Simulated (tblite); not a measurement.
Species: C₂H₉PSi.
SMILES with atom numbers: `[CH3:1][PH:2][CH2:3][SiH3:4]` (hydrogens: H5, H6, H7 on C1; H8 on P2; H9, H10 on C3; H11, H12, H13 on Si4)

Geometry (GFN2-xTB, Å), atoms numbered from 1 in this order:
```xyz
13
C2H9PSi angstrom
C      2.2532   -0.4509   -0.0025
P      0.8350    0.2971    0.9280
C     -0.5677   -0.4027   -0.0556
Si    -2.2021    0.5006    0.3210
H      3.1756    0.0408    0.3017
H      2.3245   -1.5077    0.2545
H      2.1213   -0.3476   -1.0788
H      0.8721    1.5243    0.2493
H     -0.3259   -0.3597   -1.1194
H     -0.6565   -1.4563    0.2200
H     -2.5006    0.3885    1.7471
H     -3.2563   -0.1343   -0.4755
H     -2.0769    1.9084   -0.0645
```

Computed with GFN2-xTB (tblite): harmonic, unscaled wavenumbers at the GFN2-xTB geometry, gas phase. This tight-binding method is rough: wavenumbers can miss measured ones by several per cent, in bad cases by 10 to 20. Modes of hydrogen on phosphorus and silicon can be 10 to 20 % off. One conformer, not necessarily the lowest.

Harmonic wavenumbers (cm⁻¹): 66.7, 109.3, 142.3, 185.2, 250.4, 503.3, 519.9, 668.3, 705.3, 724.0, 745.9, 770.0, 776.7, 789.0, 795.7, 865.9, 888.8, 989.8, 1067.3, 1137.0, 1319.1, 1429.1, 1445.1, 1456.0, 2232.0, 2246.7, 2254.1, 2284.2, 2942.9, 2953.6, 2988.0, 2997.1, 3011.0.

A = 13237, B = 1828, C = 1701 MHz; mass 92.021 u (most abundant isotopes); point group C1, symmetry number 1.

Task: Zero-point energy?

Result: Half the sum of the wavenumbers: 21130 cm⁻¹ = 60.41 kcal/mol.

Task: What is S at 350 K and 1 bar for an ideal gas of classical rigid rotors and harmonic oscillators?

Result: Translation 40.29, rotation 26.94, vibration 21.77: S = 89.0 cal/(mol K).

Task: And Cp and H(350 K) − H(0)?

Result: Cp = 31.82 cal/(mol K), of which vibrations give 23.87 (their classical limit is 33 R = 65.6); H(350 K) − H(0) = 6.87 kcal/mol without the zero-point energy, 4.08 from vibrations.

Task: How do the functions run with temperature in this model?

Result: 
```
T (K)  S (cal/(mol K))  Cp (cal/(mol K))  H − H(0) (kcal/mol)  G − H(0) (kcal/mol)  ln q(vib)
  100             62.4              14.9                 1.12                -5.12       0.95
  200             74.5              21.0                 2.89               -12.00       2.60
  300             84.4              28.4                 5.36               -19.95       4.25
  500            101.9              40.3                12.31               -38.62       7.61
  800            123.4              51.4                26.19               -72.53      12.48
 1000            135.4              56.3                36.99               -98.44      15.50
```

q(vib) and H(0) count from the zero-point level.

Task: Which modes carry the vibrational entropy at 350 K?

Result: 66.7 cm⁻¹: 4.56; 109.3 cm⁻¹: 3.59; 142.3 cm⁻¹: 3.08; 185.2 cm⁻¹: 2.58; 250.4 cm⁻¹: 2.02; 503.3 cm⁻¹: 0.86 cal/(mol K); the other 27 give 5.08 together.

Task: What must be added to the electronic energy to get the Gibbs energy at 350 K and 1 bar?

Result: ZPE + [H(350 K) − H(0)] − T·S = 60.41 + 6.87 − 31.15 = 36.13 kcal/mol.

Task: Blend soft modes into free rotors: weight 1/[1 + (100 cm⁻¹/ν̃)⁴] for the oscillator and the rest for a rotor with moment μB/(μ + B), μ = h/(8π²ν), B = 10⁻⁴⁴ kg m². What vibrational entropy results?

Result: 20.45 cal/(mol K) in place of 21.77, which changes −T·S at 350 K by +0.46 kcal/mol.

Hindered rotation and anharmonicity are outside this model. Other conformers, if any are populated, would add a mixing term that is left out. The structure is chiral; the term R ln 2 for an equal mix with its mirror image is left out.
